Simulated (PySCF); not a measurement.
CF2I, SMILES F[C](I)F (connectivity only; charge and spin as stated), charge +1, multiplicity 1. Atoms are numbered in the order given.

```xyz
4

F      0.0000     1.0531    -1.8936
C      0.0000     0.0000    -1.2179
F      0.0000    -1.0531    -1.8936
I      0.0000     0.0000     0.7810
```
Charge +1, spin multiplicity 1.

The structure is a stationary point at PBE0-D3(BJ)/def2-SVP. The spin state was assumed, not searched. The isomer is the one that the SMILES or the coordinates give; other isomers of the formula were not compared. The def2 effective core potentials stand for the cores of I; spin–orbit coupling is left out.

All values below come from PBE0-D3(BJ)/def2-SVP in PySCF.

Frequencies are harmonic and unscaled.

### Question
List the normal modes with their intensities. (Estimate from the structure and the level; the computed values follow.)

### Answer

| mode | ν (cm⁻¹) | IR (km/mol) | Raman (Å⁴/amu) | depolarisation | moving atoms (share of kinetic energy) |
|---|---|---|---|---|---|
| 1 | 313 | 1.1 | 2.5 | 0.75 | F 79 %, C 16 % |
| 2 | 363 | 0.7 | 3.9 | 0.29 | F 67 %, I 26 % |
| 3 | 581 | 7.4 | 4.0 | 0.75 | C 85 %, F 15 % |
| 4 | 735 | 34.1 | 6.1 | 0.10 | F 77 %, C 22 % |
| 5 | 1398 | 667.6 | 3.6 | 0.29 | C 65 %, F 34 % |
| 6 | 1551 | 278.2 | 0.3 | 0.75 | C 70 %, F 30 % |
